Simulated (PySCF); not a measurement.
FOS, SMILES O=[S]F, multiplicity 2. Atoms are numbered in the order given.

```xyz
3

O      0.5151    -1.2066     0.0000
S     -0.4566    -0.1200     0.0000
F      0.3538     1.2859     0.0000
```
Charge 0, spin multiplicity 2.

Geometry: B3LYP-D3(BJ)/def2-TZVP. The isomer is the one that the SMILES or the coordinates give; other isomers of the formula were not compared.

All values below come from CAM-B3LYP/def2-TZVPD in PySCF.

Mulliken values depend strongly on the basis, most of all with diffuse functions as here. ESP charges are fitted to the potential on shells at 1.4 to 2.0 van der Waals radii. Atomic charges (e):

```csv
atom,ESP fit,meta-Löwdin,Mulliken spin
O1,-0.26,-0.62,0.34
S2,0.40,1.06,0.63
F3,-0.15,-0.43,0.03
```
